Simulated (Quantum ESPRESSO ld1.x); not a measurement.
The numbers below are computed, except where a source is named.
Q: These are the eigenvalues of the occupied orbitals of an atom or ion with whole-number occupations (hartree). Level of theory: Dirac Kohn-Sham, PW91, spin-unpolarised, spherical densities, point nucleus (ld1.x of Quantum ESPRESSO 7.5).

orbital  eigenvalue
1s1/2      -855.871
2s1/2      -132.150
2p1/2      -123.089
2p3/2      -117.767
3s1/2      -31.0749
3p1/2      -27.5285
3p3/2      -26.6003
3d3/2      -20.3381
3d5/2      -20.1532
4s1/2      -11.1752
4p1/2      -9.96437
4p3/2      -9.76170

Which element is it, and in what charge state? The configuration may be excited. Open shells, if any, fill j = l - 1/2 first.

A: Z = 45, rhodium, charge +12: Rh12+ in [Ar] 3d10 4s2 4p3. The list shows which subshells hold electrons but not how many an open one holds; the 1s level, -855.87 hartree, gives Z - s = 41.4 by -(Z - s)^2/2, which with screening and relativity narrows Z to a few neighbours, and the depths of the outer levels then fix element, charge and occupations together.
